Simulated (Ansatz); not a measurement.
Ansatz (a program for electronic structure) input file for Se(Br)(OMe) (CH3BrOSe), SMILES CO[Se]Br, PBE/def2-SVPD. Geometry optimised at PBE0-D3(BJ)/def2-SVP. The structure was generated by enumeration, and PubChem lists no compound with its InChIKey, so it may never have been made. The values are those of a single conformer.

Ansatz 0.2 input:
```yaml
crystal:
  periodic: [false, false, false]
  atoms:
    - {symbol: Se, position_ang: [-0.02714267, -0.45841899, 0.89516721]}
    - {symbol: Br, position_ang: [0.79730535, 1.10533601, -0.63616941]}
    - {symbol: O, position_ang: [-0.87214750, -1.59931192, -0.17487618]}
    - {symbol: C, position_ang: [-2.11369991, -1.17641047, -0.70163457]}
    - {symbol: H, position_ang: [-1.97772263, -0.35186943, -1.42199799]}
    - {symbol: H, position_ang: [-2.53596519, -2.04430453, -1.22859667]}
    - {symbol: H, position_ang: [-2.80976900, -0.85138254, 0.08965564]}
basis:
  gaussian:
    orbitals: def2-SVPD
hamiltonian:
  xc: {name: PBE}
```

Output:

```
WARN ansatz: RAYON_NUM_THREADS=1 ignored (pool sized by the plan → 1); use --threads N
Functional definition: PBE
integrals: 0.10 GiB planned
1436 factors; their error is unknown
mean field: 0.56 GiB planned
mean field evaluation 1: about -138479.4994 eV, gradient 5.6e1 eV
mean field evaluation 2: about -138394.1480 eV, gradient 1.8e2 eV
mean field evaluation 4: about -138485.7940 eV, gradient 1.4e1 eV
mean field evaluation 8: about -138486.2665 eV, gradient 1.9e-1 eV
mean field evaluation 16: about -138486.2132 eV, gradient 1.3e-4 eV
mean field -138486.21319173 eV, -5089.2744654695 hartree, gradient 3.3e-5 eV, S^2 0.000000; 0 other end points of the search recorded, 0 dependent functions left out
reference -138486.21324731 eV, -5089.2744675118 hartree; 43, 43 occupied and 106, 106 virtual orbitals, 1436 factors
Total energy: -138486.21324731 eV, -5089.2744675118 hartree
```

Self-consistency was reached.

Cost: around 3 core-seconds (rough).
